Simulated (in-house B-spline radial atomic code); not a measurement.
A run on neutral promethium (an excited or competing configuration) that did not converge. Method: scalar-relativistic (X2C) B97-1, spin-polarised, spherical fractional occupations, exact exchange averaged over the configuration, Fermi nucleus of rms radius 4.962 fm; computed with an all-electron radial atomic-structure program (B-spline basis).

Command:
```bash
python run_scf.py task.json out
```
Settings (nuclear radius in fm, mass in u):
```
Z                61
configuration    [Xe] 4f5 6s1 7p1
hamiltonian      x2c
method           b97_1
spin_polarised   True
nucleus          fermi
rms_radius       4.962
atomic_mass      144.91276
speed_of_light   137.035999084
exact_exchange   averaged over the configuration
```

First and last ten iterations of the last attempt (damped for 15 steps, keeping 80 % of the old Fock matrix, then DIIS):
```
 iter        energy (Eh)    residual
    1      -10001.567097    5.66e-01
    2      -10003.652256    7.06e-01
    3      -10011.797500    4.66e-01
    4      -10015.939997    2.93e-01
    5      -10017.957637    1.87e-01
    6      -10018.882585    1.20e-01
    7      -10019.288233    7.83e-02
    8      -10019.460429    5.23e-02
    9      -10019.534312    3.53e-02
   10      -10019.567166    2.41e-02
  111      -10019.603997    6.10e-05
  112      -10019.603996    6.22e-05
  113      -10019.603996    8.47e-05
  114      -10019.603996    5.85e-05
  115      -10019.603996    5.82e-05
  116      -10019.603996    5.80e-05
  117      -10019.603996    5.85e-05
  118      -10019.603996    5.88e-05
  119      -10019.603996    5.90e-05
  120      -10019.603996    5.74e-05
 not converged after 120 iterations
```

The smallest residual met was 4.9e-05; the threshold is about 6e-07. Over the last five steps the energy moves by less than 6e-08 hartree, but the orbitals didn't meet the threshold. Time taken, with all properties: 10 s on 1 thread of Arm Neoverse N1 (shared host).
